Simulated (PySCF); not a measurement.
Gas-phase reaction: TiCl3OH + 2 HO2 = TiCl2(OH)2 + HCl + 3 O

Method: PySCF energies plus ideal-gas RRHO corrections (1 bar). † marks an energy on the PBE0/def2-TZVP geometry and frequencies; other levels use their own. MP2 freezes the core. Open shells (unrestricted): HO2 (multiplicity 2), O (multiplicity 3, electronic degeneracy 9); the rest are closed-shell singlets. Spin-orbit splitting is ignored; it lowers the true energy and changes the entropy of O. TiCl3OH, TiCl2(OH)2: computed as isolated molecules; such fragments, hydroxides, amides, oligomers or adducts are transient or little studied in the gas. MP2 isn't extrapolated to the basis-set limit; its ΔH°(298 K) is 407.0 kJ in def2-SVP and 469.0 kJ in def2-TZVPP. The harmonic model lacks anharmonicity and excited electronic states, which grow with temperature; levels with a mode under 35 cm⁻¹ are left out. Soft modes under 120 cm⁻¹ make the harmonic entropy rough for TiCl3OH, TiCl2(OH)2.

```csv
level,"ΔE electronic, kJ","ΔH°(298 K), kJ","ΔS°(298 K), J/K","ΔG°(2500 K), kJ"
M06-2X/def2-TZVP†,519,500,211,-99
MP2/def2-SVP†,426,407,211,-191
PBE0/def2-TZVP,546,527,211,-71
r2SCAN/def2-TZVP†,570,551,211,-47
ωB97M-V/def2-TZVP†,536,517,211,-82
```
ΔH° is lowest at MP2/def2-SVP† and highest at r2SCAN/def2-TZVP†. No reference value is set beside these.
